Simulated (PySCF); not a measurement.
# How methods differ on the ionisation energy of Fe²⁺

Fe²⁺ [Ar] 3d6 (5D) → Fe³⁺ [Ar] 3d5 (6S), as a difference of total energies. Computed with PySCF 2.14 in x2c-QZVPPall with one added diffuse shell each of s, p, d, f, g type (12s8p6d5f3g, 128 functions), with the spin-free X2C one-electron Hamiltonian (Gaussian nucleus). Correlated levels: valence: [Ar] frozen; valence and next inner shell: [Ne] frozen. The calculations carry no spin-orbit coupling.

```csv
method,ionisation energy (eV)
UHF,28.324
PBE0,31.001
r2SCAN,30.816
revPBE,31.396
wB97M-V,30.978
TPSSh,31.209
MP2 (valence),29.966
SCS-MP2 (valence),30.172
MP2 (valence and next inner shell),30.450
SCS-MP2 (valence and next inner shell),30.440
```

Q: Estimate what PBE gives.

A: 31.492 eV, closest to revPBE among the rows shown.

Q: Estimate what LDA gives.

A: 31.685 eV, closest to revPBE among the rows shown.

A first-order spin-orbit estimate (lowest level to lowest level, LS coupling) adds 0.060 eV.

Errors of the correlated levels include the incompleteness of this basis and the frozen core.

For comparison: 30.651 ± 0.012 eV (measured; NIST Atomic Spectra Database, ionization energies).
